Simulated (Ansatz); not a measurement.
Two shapes of singlet GeH4.

Shape 1:

```xyz
5

Ge    0.0000    0.0000    0.0000
H     0.8875    0.8875    0.8875
H     0.8875   -0.8875   -0.8875
H    -0.8875    0.8875   -0.8875
H    -0.8875   -0.8875    0.8875
```

Shape 2:

```xyz
5

Ge   -0.0356    0.0261    0.0235
H     0.8951    0.9195    0.9251
H     0.9254   -0.8554   -0.8820
H    -0.8425    0.9050   -0.8745
H    -0.9051   -0.8424    0.8751
```

Basis set: 6-31G* (spherical functions). Frozen core: 9 orbitals. Charge 0, multiplicity 1.

Computed with Ansatz (development build ahead of 0.2.0); each method stands on the lowest determinant of its kind that the runs found.

Q: Which shape is lower in energy, and by how much in each method?

A:

```
 method  E(2) − E(1) (eV)
    RHF             0.074
RHF-MP2             0.072
```

Shape 1 is lower.
